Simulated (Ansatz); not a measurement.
Predict a relaxed structure of the cluster TaSe₂ (the lowest doublet isomer of a short search), charge 0, doublet, at PBE-D4/def2-TZVP (Ansatz).


| atom | x (Å) | y (Å) | z (Å) |
| --- | --- | --- | --- |
| Ta1 | 1.1104 | -0.8103 | -0.4402 |
| Se2 | 0.0892 | 1.3796 | 0.0458 |
| Se3 | -1.1996 | -0.5692 | 0.3944 |
Point group C2v (tolerance 0.1 Å). The metal has 2 neighbours: Se 2.46 Å, Se 2.47 Å. This is one stationary point.

In the def2 sets Ta takes a core potential; there is no spin–orbit coupling. The charge 0 doublet is spin-contaminated (final ⟨S²⟩ up to 1.33, 0.75 for a pure state). The relaxation made no stability test and no search for a lower SCF solution. At PBE-D4/def2-TZVP a quartet of charge 0 lies 0.08 eV below the doublet, each at its own geometry. The structure comes from a short search, and lower isomers may exist.
